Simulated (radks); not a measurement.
The numbers below are computed, except where a source is named.
Ca16+, 4 electrons, occupied as [He] 2s2 (the NIST ground configuration). Code: a radial shooting solver on a logarithmic mesh with Libxc functionals. Model: Dirac Kohn-Sham, BLYP, spin-unpolarised, spherical densities, finite nucleus; Fermi nuclear charge, rms radius 3.4776 fm.

Normalised radial functions P(r) = r R(r) (large component), r in bohr:

r,1s1/2,2p3/2
0.004449,0.7334,0.0059
0.00539,0.8702,0.0085
0.006531,1.0285,0.0124
0.007978,1.2178,0.0182
0.009666,1.4236,0.0262
0.01171,1.6525,0.0377
0.01419,1.9017,0.0539
0.0172,2.1657,0.0768
0.02083,2.4356,0.1087
0.02525,2.6976,0.1526
0.03059,2.9335,0.2125
0.03706,3.1198,0.2926
0.04491,3.2303,0.3977
0.05485,3.2359,0.5386
0.06646,3.1141,0.7070
0.08053,2.8578,0.9074
0.09758,2.4766,1.1335
0.1182,2.0029,1.3707
0.1433,1.4901,1.5944
0.1736,1.0024,1.7704
0.2103,0.5974,1.8594
0.2548,0.3075,1.8246
0.3088,0.1325,1.6483
0.3741,0.0460,1.3473
0.457,0.0116,0.9605
0.5537,0.0022,0.5981
0.6709,0.0003,0.3126
0.8129,0.0000,0.1328
0.985,0.0000,0.0440

1s1/2: eigenvalue -4802.4 eV, 0 radial nodes, <r> = 0.0763 bohr, 90 % of the charge inside 0.136 bohr. 2p3/2 (empty): eigenvalue -1007.9 eV, 0 radial nodes, <r> = 0.278 bohr, 90 % of the charge inside 0.447 bohr.
